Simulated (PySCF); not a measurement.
H$_{4}$AsB (SMILES B[AsH2]), singlet, geometry from GFN2-xTB. Base run: PBE0/6-31G* in PySCF.

The PySCF input:
```python
from pyscf import gto, scf, dft, solvent

mol = gto.M(
    atom='''
B    -1.61226674   -0.20887764   -0.01671269
As    0.34462341    0.05683274   -0.05096155
H     0.69371106   -1.17899972    0.72112720
H     0.41958021    0.89977412    1.18560482
H    -2.34025481    0.69463087    0.14614243
H    -2.08427548   -1.24649740   -0.28757990
''',
    basis='6-31g*',
    verbose=3,
)

mf = dft.RKS(mol)
mf.xc = 'pbe0'
mf.kernel()
```

The base run was repeated with changes; each row names its change, and settings that it needs were set with it.

```tsv
change	ΔE vs base (kcal/mol)	dipole (D)	HOMO-LUMO gap (eV)
base	0.000	0.64	5.86
model = C-PCM; solvent = acetonitrile	-0.84	0.88	5.92
model = IEF-PCM; solvent = acetonitrile; r_probe = 0.5	-0.328	0.77	5.90
model = IEF-PCM; solvent = acetonitrile; vdw_scale = 1.1	-1.16	0.91	5.93
model = IEF-PCM; solvent = toluene	(withheld)	(withheld)	(withheld)
model = COSMO; solvent = acetonitrile	-0.82	0.87	5.92
model = IEF-PCM; solvent = dichloromethane	-0.71	0.84	5.91
model = IEF-PCM; solvent = 2-propanol	-0.79	0.86	5.92
model = IEF-PCM; solvent = acetonitrile	-0.82	0.87	5.92
model = IEF-PCM; solvent = acetonitrile; vdw_scale = 1.0	(withheld)	(withheld)	5.92
model = SS(V)PE; solvent = acetonitrile	-0.82	0.87	5.92
model = IEF-PCM; solvent = acetonitrile; vdw_scale = 1.4	(withheld)	(withheld)	5.90
```

Question: Complete the blanks.

Answer: 
- model = IEF-PCM; solvent = toluene, ΔE vs base (kcal/mol): -0.380
- model = IEF-PCM; solvent = toluene, dipole (D): 0.74
- model = IEF-PCM; solvent = toluene, HOMO-LUMO gap (eV): 5.89
- model = IEF-PCM; solvent = acetonitrile; vdw_scale = 1.0, ΔE vs base (kcal/mol): -1.79
- model = IEF-PCM; solvent = acetonitrile; vdw_scale = 1.0, dipole (D): 0.92
- model = IEF-PCM; solvent = acetonitrile; vdw_scale = 1.4, ΔE vs base (kcal/mol): -0.445
- model = IEF-PCM; solvent = acetonitrile; vdw_scale = 1.4, dipole (D): 0.80

The base is the gas phase, so ΔE is the electrostatic part of solvation at a fixed geometry, without cavity and dispersion terms.
